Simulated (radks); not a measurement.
The numbers below are computed, except where a source is named.
The chlorine ion Cl+, configuration [Ne] 3s2 3p4.

Level of theory: non-relativistic Kohn-Sham, exchange-only B88, spin-polarised, spherical densities, point nucleus; open shells are filled with parallel spins first (a radial shooting solver on a logarithmic mesh with Libxc functionals).

Energy parts (Ry):
total: -918.06247
kinetic: 918.06247
electron-nucleus: -2172.61827
Hartree: 390.84856
exchange: -54.35525

Orbitals (lengths in bohr, moments of r in powers of bohr; <r^-3> diverges for s and p1/2; r(90%) holds 90 % of the orbital's charge):
| orbital | occ. | eigenvalue (Ry) | <r^-3> | r(90%) |
|---|---|---|---|---|
| 1s up | 1 | -202.4158 | - | 0.163 |
| 1s down | 1 | -202.3885 | - | 0.163 |
| 2s up | 1 | -19.29928 | - | 0.699 |
| 2s down | 1 | -19.27171 | - | 0.698 |
| 2p up | 3 | -14.95390 | 101.2 | 0.677 |
| 2p down | 3 | -14.91602 | 101.2 | 0.676 |
| 3s up | 1 | -2.34863 | - | 2.24 |
| 3s down | 1 | -2.15085 | - | 2.28 |
| 3p up | 3 | -1.42996 | 8.688 | 2.63 |
| 3p down | 1 | -1.24678 | 8.374 | 2.74 |

The highest occupied level is 3p down at -16.963 eV. Virial ratio -V/T = 2.00000. The spin density at the nucleus is -0.0853 e/bohr^3 (1s -0.2464, 2s 0.0623, 3s 0.0987), a Fermi contact field of -4.47 T.
